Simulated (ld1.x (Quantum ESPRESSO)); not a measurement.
**Which change was made? (Co, TM)**

```json
{
 "Element": "Co",
 "Generator": "ld1.x (Quantum ESPRESSO) 7.5",
 "Type": "norm-conserving Troullier–Martins (Kleinman–Bylander form)",
 "Functional": "PBE",
 "Relativity": "non-relativistic",
 "Frozen core": "[Ne]",
 "Valence charge": "17",
 "Reference configuration": "3s2 3p6 3d7 4s1.5 4p0 (charge +0.5)",
 "Partial waves": "3s (bound): rc 0.95 bohr; 3p (bound): rc 1.00 bohr; 4f channel at 0.5 Ry: rc 1.00 bohr; 3d (bound): rc 1.15 bohr",
 "Local potential": "the d channel",
 "Core correction": "none"
}
```

Occupied shells without a wave of their own: 4s. They enter only through the test configuration that unscreens the potential.

Cutoffs, loose and tight: the cutoffs (Ry, on a coarse ladder) from which the occupation-weighted sum of valence levels, in a spherical-Bessel basis at the reference potential, stays within 10 and 1 mRy of its value at 400 Ry. They do not see the model core or the augmentation charge, which bear on the density cutoff. Test errors are all-electron minus pseudo excitation energies from the reference, over the configurations 3s2 3p6 3d7 4s2 4p0; 3s2 3p6 3d7 4s1 4p0; 3s2 3p6 3d7 4s0 4p0; 3s2 3p6 3d5 4s0 4p0; 3s2 3p6 3d8 4s1 4p0; 3s2 3p6 3d6 4s2 4p1; 3s2 3p5 3d7 4s2 4p0; variants that change the core or the reference have their own tests.

The base gives: outcome: generated, misses its reference levels by 0.20 eV; cutoff, loose: 180 Ry; cutoff, tight: 300 Ry; bound ghosts: none; largest test error (meV): -1216.

On the changes marked as counting shells twice: ld1.x takes every shell without a wave as core, so the model core holds the marked electrons as well and exchange and correlation see them twice. This cancels in the reference configuration, but the file is broken for other ones, and its errors say nothing about a proper core correction.

After one change the result is: outcome: generated, misses its reference levels by 0.20 eV; cutoff, loose: 180 Ry; cutoff, tight: 300 Ry; bound ghosts: none; largest test error (meV): -1922. Which change was it?
A. all radii scaled by about 1.16 (s 1.10, p 1.16, d 1.32, f 1.16 bohr)
B. core correction a·sin(br)/r model core inside 0.82 bohr (4s counted twice)
C. reference 3s2 3p6 3d8 4s1 4p0

B. The others give: reference 3s2 3p6 3d8 4s1 4p0 → outcome: generated; cutoff, loose: 180 Ry; cutoff, tight: 300 Ry; bound ghosts: none; largest test error (meV): +481 | all radii scaled by about 1.16 (s 1.10, p 1.16, d 1.32, f 1.16 bohr) → outcome: generated, misses its reference levels by 0.29 eV; cutoff, loose: 140 Ry; cutoff, tight: 230 Ry; bound ghosts: none; largest test error (meV): -1908.
